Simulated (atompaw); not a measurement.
**Ranking PAW (atompaw) potentials for phosphorus (P)**

All share these settings but for the change named:

```
Element                 : P
Generator               : atompaw 4.2.0.5
Type                    : PAW
Functional              : LDA (PW92)
Relativity              : scalar-relativistic
Frozen core             : [Ne]
Valence charge          : 5
Reference configuration : 3s2 3p3
Partial waves           : 3s (bound): rc 2.00 bohr; 3s channel at 0.1 Ry: rc 2.00 bohr; 3p (bound): rc 2.00 bohr; 3p channel at 0.7 Ry: rc 2.00 bohr; 3d channel at 0.1 Ry: rc 2.00 bohr
Local potential         : troulliermartins scheme with l = 3 at 0 Ry, radius 1.70 bohr
Core correction         : smooth core density matched at 2.00 bohr
Augmentation charge     : besselshape compensation charge, radius 1.80 bohr; PAW radius 2.00 bohr; waves and projectors: custom polynom gramschmidtortho
```

Cutoff: the first of the cutoffs (Ry, on a coarse ladder) from which the occupation-weighted sum of valence levels, in a spherical-Bessel basis at the reference potential, stays within 10 and 1 mRy of its value at 400 Ry; the density cutoff is not measured.

The base gives 10 Ry.

Of 10 variants that were run, those that failed, showed a ghost or another fault, or gave nearly equal values are left out.

A variant can come out equal or close to the base.

Question: Rank these variants from softest to hardest (loose cutoff).
A. all radii scaled by about 1.07 (s 2.14, p 2.14, d 2.14 bohr); local potential troulliermartins scheme with l = 3 at 0 Ry, radius 1.82 bohr; augmentation besselshape compensation charge, radius 1.94 bohr; PAW radius 2.14 bohr; waves and projectors: custom polynom gramschmidtortho; core correction smooth core density matched at 2.14 bohr
B. wave 3s (bound): rc 2.00 bohr becomes 3s (bound): rc 1.26 bohr
C. augmentation besselshape compensation charge, radius 1.80 bohr; PAW radius 2.00 bohr; waves and projectors: custom rrkj gramschmidtortho

Answer: A (10 Ry), C (12 Ry), B (15 Ry).
